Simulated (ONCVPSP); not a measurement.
## Potentials for phosphorus (P) compared

Generated with ld1.x 7.5 (TM, RRKJ, ultrasoft, PAW), atompaw 4.2 or ONCVPSP 4.0.1. The cutoff is in Ry: for ld1.x and atompaw files where the sum of valence levels is converged to 10 mRy in a Bessel basis, for ONCV files where the hardest occupied wave has 1 mHa per electron of residual kinetic energy. The error is the largest all-electron minus pseudo excitation energy over each file’s own four to seven test configurations (ionisations up to +4, promotions, holes and added fractions of an electron), all of which were solved. The labels leave out finer settings (local radius, basis sizes, second energies), which also bear on the numbers. Spin-polarised tests are not counted. The rows are a selection from randomly drawn settings: files with unsolved tests, undetermined cutoffs or missed reference levels are left out.

A true bound ghost makes a file unfit for plane-wave use even where its test errors are small: the radial tests pick states by their node count and pass the ghost by.

| potential | cutoff (Ry) | largest error (meV) | bound ghosts |
| --- | --- | --- | --- |
| ONCV, PBE, scalar-relativistic, rc 1.65/1.50 (sp), local smoothed, core correction no, reference 3s2 3p3, qcut 3.4/6.3, projectors 2/1 | 67 | +181 | none |
| ONCV, revPBE, scalar-relativistic, rc 1.70/1.45/1.50 (spd), local p, core correction yes, reference 3s1.75 3p3.25, qcut 4/6.2/6.8, projectors 2/0/1 | 20 | +16 | none |
| ONCV, PBEsol, scalar-relativistic, rc 0.80/0.80 (sp), local smoothed, core correction no, reference 2s2 2p6 3s2 3p1.5, qcut 17.7/16.7, projectors 2/3 | 226 | +1.0 | none |
| ONCV, PBE, scalar-relativistic, rc 0.40/1.00/0.80 (spd), local smoothed, core correction no, reference 2s2 2p6 3s2 3p3, qcut 29.8/11.3/12.8, projectors 2/3/1 | 463 | -351 | none |

Task: Fill in the row for P: ONCV, PW91, non-relativistic, rc 0.85/0.95 (sp), local smoothed, core correction yes, reference 2s2 2p6 3s1 3p4, qcut 10.6/18.5, projectors 2/2.

Result: cutoff 239 Ry, largest error +5.3 meV, bound ghosts: none.

Task: Fill in the row for P: ONCV, PBE, scalar-relativistic, rc 1.30/1.30/1.40 (spd), local s, core correction no, reference 3s2 3p2.5, qcut 6.1/7.6/7.6, projectors 0/2/2.

Result: cutoff 49 Ry, largest error +14 meV, bound ghosts: p.
